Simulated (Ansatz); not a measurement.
Reaction (atomization): `NC1=C[SiH]1N` → 2 C• + 6 H• + 2 N• + Si•

Calculated with Ansatz (gas phase, PBE0-D4/def2-TZVP geometries, no zero-point term in ΔE). CCSD(T)/CBS adds triple-zeta CCSD(T) − MP2 to the extrapolated MP2 energy (def2 sets, frozen cores). This one scheme is used for every species, atoms too. DFT in def2-TZVPP. Open shells (•) are unrestricted, without spin–orbit coupling. Spin–orbit coupling would lower the free atoms: a little for C, Si. Each species was taken in one conformer, which may not be the lowest.

| species | ωB97X-V energy (Eh) |
| --- | --- |
| `NC1=C[SiH]1N` | -478.77712 |
| C• | -37.84659 |
| H• | -0.50049 |
| N• | -54.58629 |
| Si• | -289.31746 |

Task: Work out ΔE.

Result: ΔE = 6 × (-0.50049) + 2 × (-37.84659) + 2 × (-54.58629) + (-289.31746) − (-478.77712) = 1.59096 Eh = +4177.1 kJ/mol. CCSD(T)/CBS gives +4145.1 kJ/mol.

Largest T1 diagnostic among the species: 0.012.

The D4 term adds +35.2 kJ/mol with B3LYP and +18.4 kJ/mol with PBE0; it sums over pairs of atoms, weighted by their polarisabilities, and B3LYP, whose exchange is more repulsive, gets the larger term. In def2-TZVPP, CCSD(T) changes the Hartree–Fock value by +1166.8 kJ/mol (the triples alone add +75.5 kJ/mol) and MP2 by +1248.2 kJ/mol; breaking electron pairs costs correlation energy, which Hartree–Fock lacks. From PBE to PBE0 (25 % exact exchange), in def2-TZVPP and without D4, ΔE moves by −94.8 kJ/mol: exact exchange takes away binding that semilocal exchange gives to molecules.

B3LYP here is the variant with VWN-RPA as its local correlation; programs differ in this.

For atomizations the MP2-based limit and the directly extrapolated one differ by several kJ/mol either way, and by 10 to 25 for some Ge, Se and Sn compounds, so smaller differences from it don't rank the levels.
